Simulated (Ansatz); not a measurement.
Stepwise reaction of `ClC[SiH2]CCl` with hydrogen chloride, as a gas-phase model of exchange steps in deposition or etching. ΔE in kJ/mol; ΔG adds harmonic PBE0-D4 terms to CCSD(T)/CBS, at 1 bar.

Program: Ansatz. Geometries: PBE0-D4/def2-TZVP. ΔE: electronic, gas phase. CCSD(T)/CBS adds triple-zeta CCSD(T) − MP2 to the extrapolated MP2 energy (def2 sets, frozen cores). This one scheme is used for every species. Functionals use def2-TZVPP. B3LYP here is the variant with VWN-RPA as its local correlation; programs differ in this. Each species was taken in one conformer, which may not be the lowest.

```tsv
step	reaction	PBE-D4	B3LYP-D4	ωB97M-V	CCSD(T)/CBS	ΔG(400 K)
1	`ClC[SiH2]CCl` + HCl → `ClC[SiH2]Cl` + `CCl`	-100.0	-103.5	-103.6	-103.2	-102.0
2	`ClC[SiH2]Cl` + HCl → `Cl[SiH2]Cl` + `CCl`	-96.5	-100.2	-100.1	-98.9	-91.6
```

Task: By hand: ΔE of the 2 steps together at CCSD(T)/CBS.

Result: (-103.2) + (-98.9) = -202.1 kJ/mol, or -101.1 kJ/mol a step.

In ΔE the steps differ by no more than 4.3 kJ/mol. All are downhill at CCSD(T)/CBS. ΔG lies between -102.0 and -91.6 kJ/mol a step. PBE-D4 differs from CCSD(T)/CBS by 2.4 to 3.2 kJ/mol a step. Only this route is followed, and other bonds may react first. Isolated molecules leave out the surface, adducts and barriers. Largest T1 diagnostic: 0.010.
